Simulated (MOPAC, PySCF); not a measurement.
[Ti(OH)4], neutral singlet in the gas phase. 

Z-matrix (Å, degrees):
```
Ti
O 1 1.8078
H 2 0.9722 1 126.57
O 1 1.8078 2 107.92 3 -136.88
H 4 0.9722 1 126.69 2 -136.87
O 1 1.8078 2 110.19 3 -16.46
H 6 0.9722 1 126.56 2 -102.26
O 1 1.8082 2 110.21 3 102.66
H 8 0.9723 1 126.29 2 16.62
```
Charge 0, multiplicity 1.

All levels are single points at this geometry (TPSS-D3(BJ)/def2-SVP); Pople sets use spherical d functions. Orbital energies aren't observables, and empty levels follow the basis.

```json
[
 {"level": "TPSSh-D3(BJ)/def2-TZVP in PySCF", "HOMO (eV)": "-8.05", "LUMO (eV)": "-1.79", "gap (eV)": "6.26", "dipole (D)": "0.02", "vertical IE, Delta-SCF (eV)": "–"},
 {"level": "B3LYP/6-311+G** (LANL2DZ on Ti) in PySCF", "HOMO (eV)": "-8.85", "LUMO (eV)": "-1.97", "gap (eV)": "6.88", "dipole (D)": "0.02", "vertical IE, Delta-SCF (eV)": "–"},
 {"level": "B3LYP/6-31G* (LANL2DZ on Ti) in PySCF", "HOMO (eV)": "-8.43", "LUMO (eV)": "-1.43", "gap (eV)": "7.01", "dipole (D)": "0.02", "vertical IE, Delta-SCF (eV)": "10.81"},
 {"level": "B3LYP/LANL2DZ in PySCF", "HOMO (eV)": "-8.62", "LUMO (eV)": "-1.69", "gap (eV)": "6.93", "dipole (D)": "0.02", "vertical IE, Delta-SCF (eV)": "–"},
 {"level": "M06-2X/6-31G* (LANL2DZ on Ti) in PySCF", "HOMO (eV)": "-10.44", "LUMO (eV)": "-0.35", "gap (eV)": "10.09", "dipole (D)": "0.02", "vertical IE, Delta-SCF (eV)": "–"},
 {"level": "PBE/6-31G* (LANL2DZ on Ti) in PySCF", "HOMO (eV)": "-7.00", "LUMO (eV)": "-1.99", "gap (eV)": "5.01", "dipole (D)": "0.02", "vertical IE, Delta-SCF (eV)": "–"},
 {"level": "SVWN5/6-31G* (LANL2DZ on Ti) in PySCF", "HOMO (eV)": "-7.17", "LUMO (eV)": "-2.09", "gap (eV)": "5.07", "dipole (D)": "0.02", "vertical IE, Delta-SCF (eV)": "–"},
 {"level": "HF/6-31G* (LANL2DZ on Ti) in PySCF", "HOMO (eV)": "-13.26", "LUMO (eV)": "1.03", "gap (eV)": "14.28", "dipole (D)": "0.02", "vertical IE, Delta-SCF (eV)": "–"},
 {"level": "PM6 in MOPAC", "HOMO (eV)": "-12.32", "LUMO (eV)": "-1.50", "gap (eV)": "10.82", "dipole (D)": "0.02", "vertical IE, Delta-SCF (eV)": "–"}
]
```
